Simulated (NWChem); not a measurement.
System: C4H4F2; SMILES C1(CCC=1F)F

The following NWChem deck was run.

```
start job
memory heap 200 mb stack 900 mb global 1100 mb
geometry units angstroms noautoz
  F      1.608971     0.000000     1.143877
  C      0.667273     0.000000     0.200389
  C     -0.667273     0.000000     0.200389
  F     -1.608971     0.000000     1.143877
  C     -0.789539     0.000000    -1.302099
  C      0.789539     0.000000    -1.302099
  H     -1.238640     0.894797    -1.746484
  H     -1.238640    -0.894797    -1.746484
  H      1.238640    -0.894797    -1.746484
  H      1.238640     0.894797    -1.746484
end
basis spherical
  * library def2-tzvp
end
dft
  xc pbe0
  iterations 150
  semidirect filesize 400000000
  mulliken
end
task dft energy
```

Structure relaxed at the B3LYP/6-31G* (spherical d) level.

Question: Give the results of this calculation. (PBE0/def2-TZVP.) Quantities: energy (Ha); highest occupied level (eV); orbital gap (eV); dipole (D).

Answer: 
```yaml
energy (Ha): -354.22
highest occupied level (eV): -7.08
orbital gap (eV): 7.98
dipole (D): 2.32
```
